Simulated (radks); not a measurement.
Spherical quantum dot in the effective-mass picture: electrons in a hard-walled sphere of radius 2, with a point charge +1 (a donor) at the centre, all in effective atomic units (hartree* = m*/eps^2 hartree, bohr* = eps/m* bohr), one dielectric constant everywhere. Method: non-relativistic Kohn-Sham, exchange-only LDA, spin-polarised, spherical densities; computed with a radial shooting solver with Libxc functionals. Levels are named by radial order and angular momentum (1s, 1p, 1d, 2s, ...), and open shells are averaged over m.

N = 21, configuration 1s2 1p6 1d10 2s2 1f(up 1, down 0). This is the lowest configuration that the search found. Occupied and some empty levels:

level,occupation,eigenvalue (hartree*),<r> (bohr*)
1s up,1,14.608,1.199
1s down,1,14.634,1.197
1p up,3,15.482,1.319
1p down,3,15.512,1.319
1d up,5,16.773,1.389
1d down,5,16.805,1.388
2s up,1,18.100,0.8817
2s down,1,18.113,0.8829
1f up,1,18.456,1.440
1f down,0,18.489,1.440
1g up,0,20.502,1.481
1g down,0,20.536,1.481
2p up,0,20.787,1.042
2p down,0,20.803,1.042
2d up,0,23.559,1.138
2d down,0,23.578,1.138

Energy (hartree*): total 197.735, kinetic 79.112, external -18.586, Hartree 151.96, exchange-correlation -14.751.
